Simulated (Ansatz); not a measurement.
Gas-phase reaction R1 → 2 P1, each structure at its B3LYP-D3(BJ)/def2-TZVP stationary point, reached from a drawn start (curvature not checked).
R1, O2 (SMILES O=O) (charge 0, multiplicity 3):
```xyz
2

O     -0.602     0.000     0.000
O      0.602     0.000     0.000
```
P1: O atom, charge 0, multiplicity 3.

P less R. No zero-point or thermal terms; open shells are unrestricted; no spin–orbit coupling.

Correlated levels freeze the cores.

The values were computed with Ansatz (an electronic-structure program) with Gaussian orbitals. No computed number here is a measurement.

PBE/def2-TZVPP gives 143.87 kcal/mol for the reaction energy.

Q: How do the other levels lie against it? Give each less PBE: r2SCAN/def2-TZVPP, PBE0/def2-TZVPP, wB97M-V/def2-TZVPP, B2PLYP/def2-TZVPP, MP2/cc-pVQZ, CCSD(T)/cc-pVQZ.

A: r2SCAN/def2-TZVPP -14.03; PBE0/def2-TZVPP -19.50; wB97M-V/def2-TZVPP -20.73; B2PLYP/def2-TZVPP -21.58; MP2/cc-pVQZ -14.98; CCSD(T)/cc-pVQZ -26.69 kcal/mol. 0 of 6 lie above PBE; the widest gap is to CCSD(T)/cc-pVQZ.
